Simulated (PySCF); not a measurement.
C4H6BFO, SMILES B1(C(CCC1)=O)F. Geometry optimised at PBE-D3(BJ)/def2-SVP. The structure was generated by enumeration, and PubChem lists no compound with its InChIKey, so it may never have been made. One conformer was computed; it need not be the lowest.

The numbers are results of PBE-D3(BJ)/def2-SVP (PySCF 2.14.0), not measurements.

Harmonic wavenumbers (cm⁻¹): 82, 171, 243, 291, 396, 471, 523, 548, 647, 722, 807, 850, 889, 965, 992, 1032, 1076, 1144, 1178, 1218, 1240, 1277, 1330, 1359, 1418, 1432, 1756, 2929, 2945, 2985, 3038, 3044, 3046. Rotational constants (GHz): 3.235, 2.862, 1.586; symmetry number 1.

Problem. Work out the zero-point energy and the ideal-gas rigid-rotor harmonic-oscillator thermochemistry at 298.15 K and 1 atm.

Solution. ZPE = ½ Σ hcν = ½ × 42045 cm⁻¹ = 251.49 kJ/mol. H − E(el) = 271.79 kJ/mol. Entropy in J/(mol K): translation 166.17, rotation 114.99, vibration 59.33, total 340.49. G − E(el) = 170.27 kJ/mol. Cp = 111.97 J/(mol K). Modes under 150 cm⁻¹ make the vibrational entropy uncertain.
